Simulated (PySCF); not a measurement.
C3H6Si, SMILES C#C[SiH2]C.

Coordinates come from a r2SCAN-D4/def2-SVP optimisation.

Calculation: r2SCAN-D4/def2-SVP in PySCF.

Frequencies are harmonic and unscaled.

```json
[
 {"mode": "1", "ν (cm⁻¹)": "133", "IR (km/mol)": "1.0", "moving atoms (share of kinetic energy)": "C 60 %, H 28 %, Si 12 %"},
 {"mode": "2", "ν (cm⁻¹)": "161", "IR (km/mol)": "0.5", "moving atoms (share of kinetic energy)": "H 89 %, C 10 %"},
 {"mode": "3", "ν (cm⁻¹)": "242", "IR (km/mol)": "6.2", "moving atoms (share of kinetic energy)": "C 63 %, H 36 %"},
 {"mode": "4", "ν (cm⁻¹)": "328", "IR (km/mol)": "16.2", "moving atoms (share of kinetic energy)": "C 72 %, H 20 %"},
 {"mode": "5", "ν (cm⁻¹)": "486", "IR (km/mol)": "13.9", "moving atoms (share of kinetic energy)": "H 89 %"},
 {"mode": "6", "ν (cm⁻¹)": "610", "IR (km/mol)": "26.7", "moving atoms (share of kinetic energy)": "C 58 %, Si 29 %, H 13 %"},
 {"mode": "7", "ν (cm⁻¹)": "703", "IR (km/mol)": "6.5", "moving atoms (share of kinetic energy)": "C 40 %, H 38 %, Si 21 %"},
 {"mode": "8", "ν (cm⁻¹)": "708", "IR (km/mol)": "15.4", "moving atoms (share of kinetic energy)": "H 77 %, C 17 %"},
 {"mode": "9", "ν (cm⁻¹)": "716", "IR (km/mol)": "56.8", "moving atoms (share of kinetic energy)": "H 81 %, C 18 %"},
 {"mode": "10", "ν (cm⁻¹)": "717", "IR (km/mol)": "23.1", "moving atoms (share of kinetic energy)": "H 75 %, C 25 %"},
 {"mode": "11", "ν (cm⁻¹)": "752", "IR (km/mol)": "81.6", "moving atoms (share of kinetic energy)": "H 59 %, C 22 %, Si 19 %"},
 {"mode": "12", "ν (cm⁻¹)": "881", "IR (km/mol)": "34.4", "moving atoms (share of kinetic energy)": "H 78 %, C 17 %"},
 {"mode": "13", "ν (cm⁻¹)": "904", "IR (km/mol)": "266.1", "moving atoms (share of kinetic energy)": "H 79 %, Si 12 %, C 9 %"},
 {"mode": "14", "ν (cm⁻¹)": "948", "IR (km/mol)": "99.3", "moving atoms (share of kinetic energy)": "H 96 %"},
 {"mode": "15", "ν (cm⁻¹)": "1255", "IR (km/mol)": "18.4", "moving atoms (share of kinetic energy)": "H 79 %, C 21 %"},
 {"mode": "16", "ν (cm⁻¹)": "1428", "IR (km/mol)": "4.9", "moving atoms (share of kinetic energy)": "H 96 %"},
 {"mode": "17", "ν (cm⁻¹)": "1432", "IR (km/mol)": "2.5", "moving atoms (share of kinetic energy)": "H 96 %"},
 {"mode": "18", "ν (cm⁻¹)": "2131", "IR (km/mol)": "27.4", "moving atoms (share of kinetic energy)": "C 90 %, H 10 %"},
 {"mode": "19", "ν (cm⁻¹)": "2219", "IR (km/mol)": "120.6", "moving atoms (share of kinetic energy)": "H 96 %"},
 {"mode": "20", "ν (cm⁻¹)": "2222", "IR (km/mol)": "97.7", "moving atoms (share of kinetic energy)": "H 98 %"},
 {"mode": "21", "ν (cm⁻¹)": "3041", "IR (km/mol)": "3.0", "moving atoms (share of kinetic energy)": "H 97 %"},
 {"mode": "22", "ν (cm⁻¹)": "3149", "IR (km/mol)": "2.5", "moving atoms (share of kinetic energy)": "H 91 %, C 9 %"},
 {"mode": "23", "ν (cm⁻¹)": "3153", "IR (km/mol)": "1.7", "moving atoms (share of kinetic energy)": "H 91 %, C 9 %"},
 {"mode": "24", "ν (cm⁻¹)": "3459", "IR (km/mol)": "51.8", "moving atoms (share of kinetic energy)": "H 86 %, C 14 %"}
]
```
